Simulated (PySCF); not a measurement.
Start geometry of `CC#CC[N+](C)(C)[AlH3-]` from GFN2-xTB (Å):
```
atom  x, y, z in Å
C1     3.7408   -0.9357    0.5906
C2     2.4691   -0.2338    0.3115
C3     1.4342    0.3544    0.0725
C4     0.2251    1.0200   -0.1900
N5    -0.9834    0.1609    0.0183
C6    -0.9698   -0.9757   -0.8640
C7    -1.0619   -0.2602    1.4155
Al8   -2.5800    1.3338   -0.4186
H9     4.3093   -0.3289    1.3172
H10    3.5184   -1.8978    1.0178
H11    4.2817   -1.0312   -0.3256
H12    0.0887    1.8991    0.4648
H13    0.1325    1.3746   -1.2360
H14   -0.1172   -1.6222   -0.6720
H15   -1.8892   -1.5589   -0.7157
H16   -0.9461   -0.6132   -1.8853
H17   -0.2099   -0.8567    1.7078
H18   -1.1370    0.6300    2.0587
H19   -1.9922   -0.8377    1.5487
H20   -2.2760    1.6631   -1.9108
H21   -2.3856    2.4700    0.6397
H22   -3.7165    0.2502   -0.1396
```

Problem. What comes out of this run: PBE0-D3(BJ)/def2-SVP geometry optimisation, gas phase (PySCF)?

Solution. 
```
atom  x, y, z in Å
C1     4.5934   -0.9258    0.9363
C2     3.3356   -0.2336    0.7118
C3     2.2914    0.3537    0.5259
C4     1.0340    1.0584    0.2977
N5    -0.1776    0.2342    0.5182
C6    -0.2143   -0.9090   -0.4038
C7    -0.2594   -0.2223    1.9122
Al8   -1.8182    1.4450    0.1272
H9     5.2334   -0.3657    1.6355
H10    4.4216   -1.9248    1.3662
H11    5.1505   -1.0556   -0.0044
H12    0.9580    1.9370    0.9588
H13    0.9885    1.4401   -0.7354
H14    0.6377   -1.5852   -0.2248
H15   -1.1570   -1.4535   -0.2591
H16   -0.1777   -0.5423   -1.4386
H17    0.6001   -0.8644    2.1656
H18   -0.2731    0.6501    2.5796
H19   -1.1942   -0.7819    2.0496
H20   -1.5228    1.8127   -1.4119
H21   -1.5554    2.6037    1.2134
H22   -3.0085    0.4053    0.4248
```

The energy falls by 4.9 kcal/mol over 6 energy and gradient evaluations, the largest force component goes from 0.0400 to 2.0e-04 Eh/bohr, and the atoms move by 0.059 Å rms after alignment. The bond that changes most is C3–C4 (alkyne carbon to sp3 carbon bound to nitrogen), which lengthens by 0.054 Å. Bonds longer at the end by more than 0.005 Å: 12 of 21; shorter: 3. Among the angles that change most is H10–C1–H11, from 111.4° to 107.8°. Rotational constants go from 3964, 755.9, 738.2 to 3912, 730.3, 714.4 MHz. The orientation of the end geometry is arbitrary; only internal coordinates are fixed.

The run used 186 basis functions and 41 SCF cycles in all.

Whether it is a minimum is left open (no frequencies). The numbers are those of one conformer.
